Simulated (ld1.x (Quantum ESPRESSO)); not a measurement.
## Transferability test, RRKJ potential for germanium (Ge)

```
Element                 : Ge
Generator               : ld1.x (Quantum ESPRESSO) 7.5
Type                    : norm-conserving RRKJ (Kleinman–Bylander form)
Functional              : PBE
Relativity              : fully relativistic
Frozen core             : [Ar]
Valence charge          : 14
Reference configuration : 3d10 4s2 4p2
Partial waves           : 4s (bound): rc 1.45 bohr; 3d (bound): rc 0.90 bohr; 4p (bound): rc 1.60 bohr
Local potential         : the p channel
Core correction         : a·sin(br)/r model core inside 0.70 bohr
```

Open shells are filled in proportion to 2j + 1 (rel_dist='average').

Energies are relative to the spin-unpolarised reference configuration 3d10 4s2 4p2; without spin polarisation the order of configurations can differ from experiment. The p channel is local and has no spin–orbit splitting in the pseudo-atom.

```tsv
valence configuration	charge	ΔE all-electron (eV)	error AE − PS (meV)
3d10 4s2 4p1	+1	7.446	+3.0
3d10 4s2 4p0	+2	22.888	+1.1
3d10 4s1 4p0	+3	57.679	-23
3d10 4s1 4p3	0	7.969	-3.8
3d10 4s0 4p4	0	16.188	-8.5
```

(1) What are ΔE and the potential's error for 3d10 4s1 4p2?

(2) What are ΔE and the potential's error for 3d9 4s2 4p3?

Levels in the configuration 3d10 4s1 4p2:

```json
{"level": "3d j=3/2", "all-electron (eV)": "-40.394", "pseudo (eV)": "-40.343"}
{"level": "3d j=5/2", "all-electron (eV)": "-39.807", "pseudo (eV)": "-39.756"}
{"level": "4s j=1/2", "all-electron (eV)": "-20.835", "pseudo (eV)": "-20.833"}
{"level": "4p j=1/2", "all-electron (eV)": "-12.197", "pseudo (eV)": "-12.021"}
{"level": "4p j=3/2", "all-electron (eV)": "-11.939", "pseudo (eV)": "-12.021"}
```

Note: ghost state, extra bound levels that the all-electron valence spectrum of the same l lacks: s at -1460.6 eV. A true bound ghost makes a file unfit for plane-wave use.

Results:

(1) ΔE = 16.159 eV all-electron; the error (AE − PS) is +0.4 meV.

(2) ΔE = 29.620 eV all-electron; the error (AE − PS) is -965 meV.
